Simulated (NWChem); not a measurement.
# C2H6O2Si; SMILES O=CC[SiH2]O

```xyz
11

O      0.2954     2.5894    -0.3516
C     -0.1710     1.7821     0.4088
C     -0.7971     0.4892     0.0009
Si     0.4226    -0.9653     0.0971
O     -0.3682    -2.4122    -0.1289
H     -0.1280     1.9524     1.5179
H     -1.6362     0.2342     0.6697
H     -1.1543     0.5678    -1.0386
H      1.4888    -0.7515    -0.9277
H      1.0106    -1.0255     1.4626
H     -0.6388    -2.6333    -1.0244
```
Atoms are numbered in this order, from 1.

Program: NWChem. Pople sets run with spherical d functions. The geometry was optimised at PBE0/def2-SVP. Atomic charges in e: unrestrained fits to the electrostatic potential beside Mulliken populations; buried atoms are poorly determined by the fit.

Task: What does the run give for Hartree-Fock/6-31G*? Quantities: ESP O1; Mulliken O1; ESP C2; Mulliken C2; ESP C3; Mulliken C3; ESP Si4; Mulliken Si4; ESP O5; Mulliken O5; relative RMS misfit of the potential (%).

Result: 
- ESP O1: -0.54
- Mulliken O1: -0.50
- ESP C2: 0.54
- Mulliken C2: 0.35
- ESP C3: -0.34
- Mulliken C3: -0.74
- ESP Si4: 0.88
- Mulliken Si4: 1.05
- ESP O5: -0.76
- Mulliken O5: -0.90
- relative RMS misfit of the potential (%): 18
